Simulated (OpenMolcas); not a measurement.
A calculation on O.

| Property | Result |
| --- | --- |
| Program | OpenMolcas 26.06 |
| Method | SS-CASPT2, IPEA 0.25 Eh, imaginary shift 0.1 Eh (closed shells correlated: 1s) |
| Basis | ANO-RCC-VTZP [4s3p2d1f] |
| Scalar Hamiltonian | DKH2, point nucleus |
| Active space | 6 electrons in 8 orbitals (2s 2p 3s 3p) |
| State averaging | 2S+1 = 3 even, 3 roots; 2S+1 = 1 even, 6 roots |
| Spin-orbit coupling | RASSI with atomic mean-field integrals over the reference wave functions, term energies averaged over their components |

(1) Which level of the active space comes out lowest?

(2) How high does 2s² 2p⁴ ¹S₀ lie?

(3) How high does 2s² 2p⁴ ³P₁ lie?

(4) How high does 2s² 2p⁴ ¹D₂ lie?

Measured values: NIST Handbook of Basic Atomic Spectroscopic Data.

Answers

(1) 2s² 2p⁴ ³P₂, with 100 % of that term; it is also the measured ground level.

(2) 34010 cm⁻¹ above the lowest level; measured 33793 cm⁻¹ above the ground level, so the calculation is off by +1 %.

(3) 140 cm⁻¹ above the lowest level; measured 158 cm⁻¹ above the ground level, so the calculation is off by -11 %.

(4) 16450 cm⁻¹ above the lowest level; measured 15868 cm⁻¹ above the ground level, so the calculation is off by +4 %.

Term energies are means over components that CASPT2 splits; among the terms shown or strongly mixed into the levels shown the widest spread is 12 cm-1 (2s² 2p⁴ ¹D). Active for correlation alone: 3p 3s; no level in the range computed is led by a configuration that fills them, so any true level of that kind is missing. Measured partners are found by configuration, term and J. A level has none where our copy of the source lacks it or the pairing is in doubt (some pairs that miss far off the trend of their configuration count as doubtful), and it then counts in no deviation. Levels of configurations outside the active space are missing.
